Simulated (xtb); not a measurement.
Harmonic IR lines of one isomer of C₇H₆BF₃, unscaled. Method: GFN2-xTB (xtb).

wavenumber (cm⁻¹): 300 (vw), 564 (w), 687 (vw), 700 (w), 793 (m), 819 (w), 831 (m), 993 (w), 1030 (vs), 1065 (s), 1078 (s), 1202 (vw), 1237 (vs), 1265 (w), 1389 (w), 1472 (w), 1590 (vw), 2655 (m), 2695 (m), 3088 (vw), 3098 (w)

Q: Say which structure gives these lines.
(A) `Bc1ccc(C(F)(F)F)cc1`
(B) `Bc1cccc(C(F)(F)F)c1`
(C) `Bc1ccccc1C(F)(F)F`

A: A, `Bc1ccc(C(F)(F)F)cc1`
